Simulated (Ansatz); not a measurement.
Total energies of H$_{6}$MgO$_{2}$Si$_{2}$, SMILES `[SiH3][O][Mg][O][SiH3]`.

```xyz
11

Si    2.2088   -1.9009    1.7452
O     1.1612   -0.9919    0.9212
Mg    0.0017    0.0071    0.0055
O    -1.1579    1.0054   -0.9107
Si   -2.2091    1.8996   -1.7463
H     2.7999   -1.1435    2.8867
H     1.5471   -3.1166    2.3025
H     3.3313   -2.3556    0.8737
H    -2.3511    3.2613   -1.1532
H    -1.7705    2.0659   -3.1626
H    -3.5614    1.2692   -1.7621
```

Charge 0, multiplicity 1. Correlated methods include outer-core shells of Mg, which these sets cover unevenly. The structure was optimised at the PBE0-D4/def2-TZVP level. It is one conformer, not always the lowest. Basis def2-TZVPP, Ansatz.

RPA on PBE orbitals: Hartree–Fock energy of these orbitals -930.91345 Eh, correlation -1.51813 Eh (frozen core).

```tsv
functional	energy without D4 (Eh)	D4 term (kJ/mol)
revPBE	-933.14908	-57.3
PBE0	-932.85841	-16.5
```

Task: Give the same for LDA (SPW92), PBE, BLYP, r2SCAN, B97M-V, B3LYP, r2SCANh, r2SCAN0, HSE06 (plane-wave form), BHLYP, CAM-B3LYP, LC-ωPBE, ωB97X-V, ωB97M-V, B2PLYP, PBE-QIDH. (Best estimate.)

Result: Ansatz gave: 
| functional | energy without D4 (Eh) | D4 term (kJ/mol) |
| --- | --- | --- |
| LDA (SPW92) | -928.98249 | – |
| PBE | -932.77496 | -19.5 |
| BLYP | -933.35080 | -42.5 |
| r2SCAN | -933.22786 | -4.8 |
| B97M-V | -933.14264 | – |
| B3LYP | -933.45516 | -31.5 |
| r2SCANh | -933.21350 | -5.2 |
| r2SCAN0 | -933.19313 | -5.7 |
| HSE06 (plane-wave form) | -932.83223 | -15.5 |
| BHLYP | -933.31926 | -25.3 |
| CAM-B3LYP | -933.35492 | -16.9 |
| LC-ωPBE | -933.03828 | – |
| ωB97X-V | -933.20479 | – |
| ωB97M-V | -933.27379 | – |
| B2PLYP | -932.98383 | – |
| PBE-QIDH | -932.64540 | – |

B3LYP takes the VWN-RPA correlation (the form of Gaussian; ORCA's B3LYP/G). HSE06 is the plane-wave form, built on full-range PBE exchange. The double hybrids freeze the cores in their second-order part.

LC-ωPBE has ω = 0.4 bohr⁻¹.
